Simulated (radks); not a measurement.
Values are calculated unless marked as measured or tabulated.
Species: Pm. Configuration: [Xe] 4f5 6s2.

Level of theory: scalar-relativistic Kohn-Sham, r2SCAN, spin-polarised, spherical densities, finite nucleus; open shells are filled with parallel spins first (spin-orbit coupling, left out, can overturn this in heavy ions); meta-GGA in the generalised Kohn-Sham scheme; Fermi nuclear charge, rms radius 4.962 fm; hard spherical wall at 12 bohr (a radial shooting solver on a logarithmic mesh with Libxc functionals).

Energy parts (hartree):
| part | energy |
|---|---|
| total | -10021.2520 |
| kinetic | 10688.1043 |
| electron-nucleus | -24366.5869 |
| Hartree | 3886.5824 |
| exchange-correlation | -229.3518 |

Orbitals (lengths in bohr, moments of r in powers of bohr; r(90%) holds 90 % of the orbital's charge):
\begin{tabular}{lrrrr}
orbital & occ. & eigenvalue (hartree) & <1/r> & r(90%) \\ \hline
1s up & 1 & -1656.964 & 67.41 & 0.0419 \\
1s down & 1 & -1656.964 & 67.41 & 0.0419 \\
2s down & 1 & -270.1278 & 15.61 & 0.153 \\
2s up & 1 & -270.1269 & 15.61 & 0.153 \\
2p down & 3 & -241.1081 & 14.67 & 0.142 \\
2p up & 3 & -241.1077 & 14.67 & 0.142 \\
3s up & 1 & -59.19155 & 5.709 & 0.382 \\
3s down & 1 & -59.12541 & 5.714 & 0.381 \\
3p up & 3 & -50.02929 & 5.381 & 0.387 \\
3p down & 3 & -49.96296 & 5.386 & 0.387 \\
3d up & 5 & -37.46981 & 5.098 & 0.369 \\
3d down & 5 & -37.41778 & 5.103 & 0.368 \\
4s up & 1 & -11.95381 & 2.380 & 0.852 \\
4s down & 1 & -11.77538 & 2.381 & 0.851 \\
4p up & 3 & -8.93356 & 2.192 & 0.913 \\
4p down & 3 & -8.75203 & 2.194 & 0.912 \\
4d up & 5 & -4.65234 & 1.920 & 1.04 \\
4d down & 5 & -4.46651 & 1.920 & 1.04 \\
5s up & 1 & -1.62115 & 0.9207 & 2.07 \\
5s down & 1 & -1.52110 & 0.8970 & 2.12 \\
5p up & 3 & -0.88835 & 0.7789 & 2.46 \\
5p down & 3 & -0.81574 & 0.7550 & 2.53 \\
6s up & 1 & -0.13549 & 0.2857 & 6.36 \\
6s down & 1 & -0.12436 & 0.2706 & 6.67 \\
4f up & 5 & -0.11973 & 1.318 & 1.81 \\
5d up & 0 & -0.06910 & 0.4291 & 5.18 \\
5d down & 0 & -0.04441 & 0.3793 & 6.02 \\
6p up & 0 & -0.03836 & 0.2292 & 7.58 \\
6p down & 0 & -0.03748 & 0.2151 & 7.99 \\
4f down & 0 & 0.04070 & 1.211 & 2.43 \\
7s down & 0 & 0.07382 & 0.1911 & 9.78 \\
7s up & 0 & 0.08910 & 0.2039 & 9.46 \\
\end{tabular}

The highest occupied level is 4f up at -3.258 eV. The electron density at the nucleus is 5.136e+05 e/bohr^3 (large components only). The spin density at the nucleus is 6.81 e/bohr^3 (1s 0.03, 2s -0.15, 3s -9.63, 4s -0.66, 5s 14.73, 6s 2.50).
